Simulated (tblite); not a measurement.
C₁₀H₈OSSe.
Numbering: `[CH3:1][Se:2][c:3]1[cH:4][cH:5][cH:6][c:7]2[o:8][c:9](=[S:10])[cH:11][cH:12][c:13]12` (hydrogens: H14, H15, H16 on C1; H17 on C4; H18 on C5; H19 on C6; H20 on C11; H21 on C12)

Cartesian coordinates in Å at the GFN2-xTB level; atoms count from 1:
```xyz
21
C10H8OSSe angstrom
C      3.125   -0.910   -0.304
Se     2.325   -0.481    1.433
C      0.826    0.519    0.714
C      0.962    1.881    0.542
C     -0.072    2.627   -0.013
C     -1.246    2.015   -0.399
C     -1.395    0.642   -0.216
O     -2.565    0.085   -0.603
C     -2.799   -1.237   -0.455
S     -4.247   -1.818   -0.965
C     -1.787   -2.059    0.132
C     -0.608   -1.531    0.522
C     -0.363   -0.130    0.351
H      4.027   -1.482   -0.105
H      3.372    0.015   -0.819
H      2.426   -1.502   -0.891
H      1.880    2.365    0.841
H      0.047    3.691   -0.144
H     -2.059    2.572   -0.837
H     -2.020   -3.105    0.243
H      0.164   -2.137    0.974
```

Calculated harmonic vibrations of the isolated species, GFN2-xTB (tblite), most abundant isotopes, no scaling. This tight-binding method is rough: wavenumbers can miss measured ones by several per cent, in bad cases by 10 to 20. One conformer, not necessarily the lowest. The optimisation stopped once no atom felt more than 0.01 eV/Å.

Lowest wavenumbers of the output (negative numbers stand for imaginary wavenumbers):
```
mode    cm-1
  1     -29.8
  2      55.6
  3      90.7
  4     119.5
  5     132.6
  6     140.2
  7     213.7
  8     226.3
  9     228.3
 10     274.1
 11     345.0
 12     386.2
 13     426.8
 14     459.2
 15     514.9
```

Question: Is this structure a minimum?

Answer: Not by this Hessian. 1 mode is imaginary beyond 20i (30i cm⁻¹), so at this level the point lies at or near a first-order saddle. The curvature is small, so loose convergence or finite differences may be the whole cause.

Question: Which atoms move in the imaginary mode?

Answer: 30i: C1 (sp3 carbon bound to selenium) 59 %. These are shares of the mass-weighted motion.

Question: What is the remedy?

Answer: Step along that mode in both directions, optimise again with tighter thresholds and repeat the frequencies. The zero-point energy of this point (91.8 kcal/mol) counts the 56 real modes alone, and thermal corrections from it aren't those of a minimum.
